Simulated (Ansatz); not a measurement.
SiH4BrCl, closed shell: at the start structure of a reaction step.

Input (in.yaml):

```yaml
crystal:
  periodic: [false, false, false]
  atoms:
    - {symbol: Si, position_ang: [-0.892783, -0.383574, -0.051574]}
    - {symbol: H, position_ang: [0.056591, -0.462465, -1.185100]}
    - {symbol: H, position_ang: [-0.356760, -1.088799, 1.133260]}
    - {symbol: H, position_ang: [-1.214734, 1.024610, 0.267584]}
    - {symbol: Cl, position_ang: [-2.633753, -1.323741, -0.621361]}
    - {symbol: H, position_ang: [2.808606, 0.974229, -0.405120]}
    - {symbol: Br, position_ang: [2.232933, 1.259741, 0.862412]}
basis:
  gaussian: {orbitals: def2-TZVPP}
hamiltonian: {xc: {name: r2SCAN0}, dispersion: d4}
```

Command:

```bash
ansatz run in.yaml --threads 4 --pin off --events-out ev --progress --plain --max-ram 9574MiB
```

The run's output (Ansatz 0.2.0):

```
Functional definition: r2SCAN0
  name "r2SCAN0"
  cite "Bursch, Neugebauer, Ehlert & Grimme, J. Chem. Phys. 156, 134105 (2022) doi:10.1063/5.0086040"
  cite "Furness, Kaplan, Ning, Perdew & Sun, J. Phys. Chem. Lett. 11, 8208 (2020) doi:10.1021/acs.jpclett.0c02405"
  cite "Furness, Kaplan, Ning, Perdew & Sun, J. Phys. Chem. Lett. 11, 9248 (2020) doi:10.1021/acs.jpclett.0c03077"
  parent r2scan
  parameter a = 0.25
  parameter k0 = 0.174
  parameter k1 = 0.065
  parameter a1 = 4.9479
  exchange = (1 - a)*r2scan_x(k0 = k0, k1 = k1, a1 = a1) + a*exact_x
  correlation = r2scan_c
1265 factors; their error is unknown
mean field evaluation 1: about -90510.6243 eV, gradient 1.1e1 eV
mean field evaluation 2: about -90510.8786 eV, gradient 6.4e0 eV
mean field evaluation 4: about -90510.9568 eV, gradient 3.3e-1 eV
mean field evaluation 8: about -90511.4385 eV, gradient 7.8e-2 eV
mean field -90511.43848795 eV, -3326.2340135756 hartree, gradient 5.5e-5 eV, S^2 0.000000; 0 other end points of the search recorded, 0 dependent functions left out
reference -90511.43849694 eV, -3326.2340139061 hartree; 35, 35 occupied and 153, 153 virtual orbitals, 1265 factors
Total energy: -90511.47584605 eV, -3326.2353864604 hartree
```

The lines “mean field evaluation” count trial sets of orbitals through the whole run, from several starts and some on an approximate energy, so they need not fall steadily or lie above the final value.

The run took about 2.6 s on 4 CPU threads of an Arm Neoverse V2 (shared host).
